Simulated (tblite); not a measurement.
Isomers of C5H6NOS2 (doublet state). Computed values, GFN2-xTB/tblite, gas phase, harmonic and unscaled. Errors from tens to a few hundred cm⁻¹ against measured bands are possible. One conformer each. Open shells enter through the occupations alone, without spin polarisation, and single modes of such species can be off by tens of per cent.

Electronic energies: GFN2-xTB at the same geometries; isomer energies are rough at this level and their order can be wrong.

```csv
SMILES,"electronic energy, lowest = 0 (kJ/mol)"
N#C[C@@H](CO)[C@@H]1[CH]SS1,0.0
N#C[C@@H]([CH]O)[C@@H]1CSS1,15.1
N#C[C@@H](C[O])[C@@H]1CSS1,16.6
```

Problem. How do GFN2-xTB zero-point energies change the relative energies?

Solution. 
```json
{"SMILES": "N#C[C@@H](CO)[C@@H]1[CH]SS1", "ZPE (kJ/mol)": "265.0", "of it from modes above 1550 cm⁻¹": "123.9", "electronic (kJ/mol)": "0.0", "with ZPE, lowest = 0 (kJ/mol)": "0.0", "lowest mode (cm⁻¹)": "40", "rings": "1"}
{"SMILES": "N#C[C@@H]([CH]O)[C@@H]1CSS1", "ZPE (kJ/mol)": "262.4", "of it from modes above 1550 cm⁻¹": "125.4", "electronic (kJ/mol)": "15.1", "with ZPE, lowest = 0 (kJ/mol)": "12.5", "lowest mode (cm⁻¹)": "14", "rings": "1"}
{"SMILES": "N#C[C@@H](C[O])[C@@H]1CSS1", "ZPE (kJ/mol)": "263.2", "of it from modes above 1550 cm⁻¹": "114.0", "electronic (kJ/mol)": "16.6", "with ZPE, lowest = 0 (kJ/mol)": "14.7", "lowest mode (cm⁻¹)": "36", "rings": "1"}
```

The zero-point energies span 2.6 kJ/mol, from `N#C[C@@H]([CH]O)[C@@H]1CSS1` to `N#C[C@@H](CO)[C@@H]1[CH]SS1`. The order is unchanged.
